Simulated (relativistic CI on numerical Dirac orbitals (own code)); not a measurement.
**Hyperfine structure of Mo⁸⁺, mass number 97**

Calculated at this level of theory: Dirac-Coulomb-Breit CI, orbitals from a KLI potential per configuration, QED by a radiative potential, unscaled Slater integrals (own radial code, finite nucleus).

CI space (outside the closed core [Ar] 3d10): 4s2 4p4, 4s 4p5, 4p6, 4s2 4p3 4d, 4s 4p4 4d, 4s2 4p3 4f, 4s 4p4 4f, 4s2 4p3 5s, 4p5 4d, 4s2 4p3 5p, 4s 4p3 4d2, 4s2 4p2 4d 5p, 4p4 4d2, 4p3 4d3, 4p3 4d2 4f, 4p3 4d2 5s. Double excitations out of closed p, d and f shells are left out; levels of such configurations are missing from the list, as are those of other unlisted configurations, and high levels can miss mixing partners. These lack a partner that the ground configuration has and come out too high: 4s2 4p3 5p.

Nuclear spin I = 5/2, μ = -0.9324 μN, Q = 0.255 b (tables of Stone and Pyykkö). The electronic factors are computed for point nuclear moments, without core polarisation or the Bohr-Weisskopf and QED corrections.

```csv
Level,E (cm⁻¹),A (MHz),B (MHz)
4s2 4p4 3P_2,0,-1356,1230
4s2 4p4 3P_1,20146,213.5,-847
4s2 4p4 1D_2,37177,-2969,-2950
4s 4p5 3P°_2,222885,-7180,-1580
4s 4p5 3P°_1,235945,-4954,777
4s 4p5 1P°_1,290187,-6021,-1330
4s2 4p3 4d 5D°_1,314193,-202.8,-113
4s2 4p3 4d 5D°_2,314205,-364.2,-45.9
```

Levels with J = 0, under 50 % of one LS term, or S terms without an open s electron are left out. Small factors come from cancelling terms and can be off by tens of per cent or more.

At this charge configurations can still be misplaced by up to about 7 % of their energy.

Problem. Give the hyperfine levels of 4s2 4p4 3P_2 relative to its centre of gravity.

Solution. With K = F(F + 1) − I(I + 1) − J(J + 1), E = AK/2 + B[¾K(K + 1) − I(I + 1)J(J + 1)]/[2I(2I − 1)J(2J − 1)]: F = 1/2: 10350, F = 3/2: 7764, F = 5/2: 3758, F = 7/2: -1202, F = 9/2: -6469 MHz.

LS names give the leading component of a level, which can be under half, so a name can repeat, a term be missing and a line seem to break the LS rules.
